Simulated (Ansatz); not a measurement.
Geometry optimisation, Ansatz 0.2.0, UKS B3LYP/def2-SVP.

Input file:

```yaml
crystal:
  periodic: [false, false, false]
  atoms:
    - { symbol: W, position_ang: [0.0, 0.0, 0.0] }
    - { symbol: F, position_ang: [0.0, 0.0, 2.1] }
    - { symbol: Cl, position_ang: [2.39, 0.0, 0.0] }
    - { symbol: H, position_ang: [0.0, 1.72, 0.0] }
    - { symbol: H, position_ang: [-1.72, 0.0, 0.0] }
    - { symbol: H, position_ang: [0.0, -1.72, 0.0] }
    - { symbol: H, position_ang: [0.0, 0.0, -1.72] }
    - { symbol: Si, position_ang: [0.0, 0.0, 3.99] }
    - { symbol: H, position_ang: [-0.7436, -1.1581, 4.4774] }
    - { symbol: H, position_ang: [1.3747, -0.0649, 4.4774] }
    - { symbol: H, position_ang: [-0.6311, 1.223, 4.4774] }
magnetization:
  spin_polarized: true
  initial_magnetization: 1
basis:
  gaussian: { orbitals: def2-SVP }
hamiltonian:
  xc: b3lyp
relax:
  f_tol: 0.15
  max_steps: 25
  restrain:
    - { distance: [1, 7], at: 1.59, k: 30.0 }
    - { distance: [0, 1], at: 3.05, k: 30.0 }
```

Command:

```bash
$ ansatz run input.yaml --threads 4 --pin off --max-ram 5120MiB --backend cpu --events-out ev --progress --plain --runs-dir out
```

Q: Where does it end, and by what steps?

A: The forces met the threshold. The restraints hold the end off the free minimum; the threshold counts their pulls, which the force column leaves out. Restrained pairs: F2–Si8 (1.89 → 1.62 Å), W1–F2 (2.10 → 3.05 Å). After 10 steps the energy has fallen by 3.122 eV (the restraints' own energy left out); H4 moved furthest, 0.81 Å.

```json
{"step": "0", "energy less start (eV)": "0.0000", "largest force component (eV/Å)": "4.828", "accepted": "yes"}
{"step": "1", "energy less start (eV)": "-0.9329", "largest force component (eV/Å)": "3.518", "accepted": "yes"}
{"step": "2", "energy less start (eV)": "-1.2660", "largest force component (eV/Å)": "4.659", "accepted": "yes"}
{"step": "3", "energy less start (eV)": "-2.1265", "largest force component (eV/Å)": "2.807", "accepted": "yes"}
{"step": "4", "energy less start (eV)": "-2.7771", "largest force component (eV/Å)": "1.188", "accepted": "yes"}
{"step": "5", "energy less start (eV)": "-2.9724", "largest force component (eV/Å)": "0.736", "accepted": "yes"}
{"step": "6", "energy less start (eV)": "-3.0430", "largest force component (eV/Å)": "0.662", "accepted": "yes"}
{"step": "7", "energy less start (eV)": "-3.0885", "largest force component (eV/Å)": "0.769", "accepted": "yes"}
{"step": "8", "energy less start (eV)": "-3.1117", "largest force component (eV/Å)": "0.776", "accepted": "yes"}
{"step": "9", "energy less start (eV)": "-3.1196", "largest force component (eV/Å)": "0.740", "accepted": "yes"}
{"step": "10", "energy less start (eV)": "-3.1218", "largest force component (eV/Å)": "0.785", "accepted": "yes"}
```

```xyz
11
Properties=species:S:1:pos:R:3
W 0.216 -0.002 -0.443
F 0.423 -0.001 2.599
Cl 2.414 -0.001 0.148
H -0.600 1.485 -0.498
H -1.147 0.003 0.557
H -0.599 -1.490 -0.489
H 0.017 0.007 -2.132
Si 0.062 0.000 4.177
H -0.782 -1.191 4.460
H 1.338 -0.066 4.938
H -0.670 1.256 4.484
```

Time of the run: 56 s on 4 threads of Arm Neoverse V1, with other jobs on the host, peak memory 0.44 GiB.
